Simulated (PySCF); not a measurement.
# Chromium: a sound run and one with changed settings

Sound run: Cr [Ar] 3d5 4s1, Cr⁺ [Ar] 3d5. Computed with PySCF 2.14 in 6-31G* (5s4p2d1f, 34 functions), with the non-relativistic Hamiltonian (point nucleus). The sound run starts from symmetry-adapted Hartree-Fock orbitals and uses a fine grid where one is needed.

A second run was set up differently.

```tsv
species	method	sound run (hartree)	changed run (hartree)	converged
Cr	UHF	-1043.18943	-1043.18931	no
Cr	M06-L	-1044.18599	-1035.74998	no
Cr	B3LYP	-1044.27543	-1044.27534	no
Cr⁺	UHF	-1042.98882	-1042.97831	no
Cr⁺	M06-L	-1043.99415	-1043.93902	no
Cr⁺	B3LYP	-1044.04744	-1044.01983	no
```

(1) What was changed?
A. minimal basis
B. angular grid far too coarse
C. radial grid too coarse
D. level shift left on

Answers

(1) D. It used initial guess atom, at most 50 SCF cycles, level shift 10.0 hartree. A level shift slows the SCF but leaves a converged energy unchanged.
